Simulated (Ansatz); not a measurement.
Reaction (ligand exchange at the Si–S bond): `C[SiH2]S[SiH](C)Cl` + arsine → `C[SiH2][AsH2]` + `C[SiH](S)Cl`

Calculated with Ansatz (gas phase, PBE0-D4/def2-TZVP geometries, no zero-point term in ΔE). CCSD(T)/CBS adds triple-zeta CCSD(T) − MP2 to the extrapolated MP2 energy (def2 sets, frozen cores). DFT in def2-TZVPP. B3LYP here is the variant with VWN-RPA as its local correlation; programs differ in this. For As outer-core shells are correlated without core-valence functions, which leaves a few kJ/mol of doubt a bond. Scalar relativity is left out up to krypton. Each species was taken in one conformer, which may not be the lowest.

(1) Is it downhill or uphill in electronic energy at CCSD(T)/CBS, and by how much? (An estimate is asked.)

(2) What do these levels give: r2SCAN-D4, ωB97M-V, PBE0, B3LYP, HF/def2-TZVPP, HF/def2-QZVPP? (Estimate.)

Largest T1 diagnostic among the species: 0.011.

Results:

(1) Ansatz gave: Uphill: ΔE = +9.9 kcal/mol.

(2) The calculation gave: r2SCAN-D4 9.7, ωB97M-V 10.4, PBE0 7.9, B3LYP 7.5, HF/def2-TZVPP 8.6, HF/def2-QZVPP 8.7 kcal/mol.

In def2-TZVPP, CCSD(T) changes the Hartree–Fock value by +0.9 kcal/mol (the triples alone add +0.4 kcal/mol) and MP2 by +1.8 kcal/mol. The D4 term adds +2.7 kcal/mol with B3LYP and +1.6 kcal/mol with PBE0; it sums over pairs of atoms, weighted by their polarisabilities, and B3LYP, whose exchange is more repulsive, gets the larger term.
